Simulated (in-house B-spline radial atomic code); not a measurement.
Computed with a B-spline radial atomic code. Model: two electrons, singlet ground state, non-relativistic, full CI in B-splines with partial waves to l = 8 (at full coupling up to 3e-4 hartree above the limit, correlation up to 0.6 % small), density held at that of full coupling by Lieb maximisation.

Along the adiabatic connection the electron repulsion is scaled by a coupling λ while a local potential keeps the density fixed. At λ = 0 the system is the Kohn-Sham one and W equals the exchange energy; the exchange-correlation energy is the area under W between 0 and 1. The kinetic energy rises with λ as the electrons avoid each other, with dT/dλ = −λ dW/dλ.

Command:
```bash
python run_ac.py task.json out
```
Settings (lengths in bohr, energies in hartree):
```
potential              coulomb
strength               0.75
lmax                   8
wall_radius            12
```

Cost of the run: 10 s on 1 thread of Intel(R) Xeon(R) Processor @ 2.30GHz (shared host).

**W = mean repulsion less Hartree energy, and W of three functionals.**

Given: confinement point charge; nuclear charge 0.75; hard wall radius 12 bohr; external potential -Z/r.

Computed: LDA exchange minus exact 31.39 millihartree; SCAN exchange minus exact -7.4613 millihartree.

```tsv
coupling	W xc (hartree)	W xc minus exchange (millihartree)	kinetic minus Kohn-Sham (millihartree)	LDA (PW92) W minus its exchange (millihartree)	PBE W minus its exchange (millihartree)	SCAN W minus its exchange (millihartree)
0	-0.26642	0	0	0	0	0
0.02	?	?	?	?	?	?
0.05	-0.27238	-5.959	0.15	-16.68	-3.71	-4.23
0.12	-0.27986	-13.439	0.78	-29.63	-8.83	-9.41
0.25	-0.29145	-25.03	2.89	-45.74	-17.42	-17.49
0.4	-0.30186	-35.441	6.24	-58.75	-25.87	-25.08
0.6	-0.31223	-45.809	11.37	-71.48	-35.19	-33.24
0.8	-0.31991	-53.483	16.71	-81.17	-42.86	-39.84
1	-0.3258	-59.38	21.99	-88.95	-49.3	-45.32
1.4	-0.33431	-67.884	32.08	-100.89	-59.61	-53.92
2	?	?	?	?	?	?
3	-0.35079	-84.369	66.13	-127.42	-83.78	-72.84
4.5	-0.35789	-91.466	92.25	-140.46	-96.07	-81.33
7	-0.36445	-98.028	129.14	-153.4	-108.45	-88.69
10	-0.36896	-102.53	166.87	-162.78	-117.5	-93.16
```

Task: What belongs in the row 0.02?

Result: W xc (hartree): -0.26887; W xc minus exchange (millihartree): -2.449; kinetic minus Kohn-Sham (millihartree): 0.02; LDA (PW92) W minus its exchange (millihartree): -8.67; PBE W minus its exchange (millihartree): -1.46; SCAN W minus its exchange (millihartree): -1.76.

Task: What belongs in the row 2?

Result: W xc (hartree): -0.34254; W xc minus exchange (millihartree): -76.122; kinetic minus Kohn-Sham (millihartree): 45.89; LDA (PW92) W minus its exchange (millihartree): -113.52; PBE W minus its exchange (millihartree): -70.94; SCAN W minus its exchange (millihartree): -63.06.

Task: What is the PBE exchange minus exact?

Result: -6.4673 millihartree.

**Energy parts, natural occupations and partial-wave weights.**

Computed: total energy -0.2363 hartree; correlation energy -0.037391 hartree; kinetic part of the DFT correlation energy 0.021989 hartree; initial slope twice GL2 -0.12464 hartree; Hartree energy 0.53285 hartree; Kohn-Sham kinetic 0.25378 hartree; Lieb Oxford ratio E_xc over LDA exchange 1.2926.

| natural | occupation of the shell (electrons) |
| --- | --- |
| s | 1.8313 |
| s | ? |
| p | 0.041372 |
| d | 0.00075079 |
| p | 0.00043562 |
| s | 0.00021159 |

Task: What belongs in the row s?

Result: occupation of the shell (electrons): 0.12568.

| wave | weight |
| --- | --- |
| s | 0.97862 |
| p | 0.020915 |
| d | 0.00040448 |
| f | ? |
| g | 9.146e-06 |

Task: What belongs in the row f?

Result: weight: 4.4248e-05.

Task: What is the kinetic part over minus potential part?

Result: 0.37031.

Task: What is the exchange energy?

Result: -0.26642 hartree.

Half-way to full coupling W has made 68 % of its drop, against 50 % for a straight line, and second-order (GL2) theory, half the initial slope, overshoots the correlation energy by about 67 %: correlation is strong. Over couplings 0 to 1 the errors in E_xc come to about +8.5 millihartree for LDA, +2.1 millihartree for PBE, +2.6 millihartree for SCAN, so PBE is nearest. In LDA and PBE and SCAN the errors of exchange and correlation have opposite signs, so the sum is smaller than the larger of the two.
